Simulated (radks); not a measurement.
Coulomb parameter of the 5d shell of neutral platinum in the model configuration [Xe] 4f14 5d9 6s1, as a second difference U = [E(n + 0.5) + E(n - 0.5) - 2 E(n)] / (0.5)^2 with all orbitals relaxed. "Bare": the charge of the atom changes with n. "Screened": the 6s shell takes up the change at fixed total charge, which measures U(5d,5d) + U(6s,6s) - 2 U(5d,6s). Calculated with a radial shooting solver on a logarithmic mesh with Libxc functionals: Dirac Kohn-Sham, BLYP, spin-unpolarised, spherical densities, point nucleus; open shells are shared between the two j in proportion to 2j + 1.

| case | configuration | E - E(n) (eV) |
|---|---|---|
| start | [Xe] 4f14 5d9 6s1 | 0.000 |
| bare +0.5 | [Xe] 4f14 5d9.5 6s1 | -1.922 |
| bare -0.5 | [Xe] 4f14 5d8.5 6s1 | 4.244 |
| screened +0.5 | [Xe] 4f14 5d9.5 6s0.5 | -0.079 |
| screened -0.5 | [Xe] 4f14 5d8.5 6s1.5 | 0.325 |

U(bare) = 9.288 eV, U(screened by 6s) = 0.988 eV. The step up makes a negative ion, whose loosely bound charge lowers the bare value.
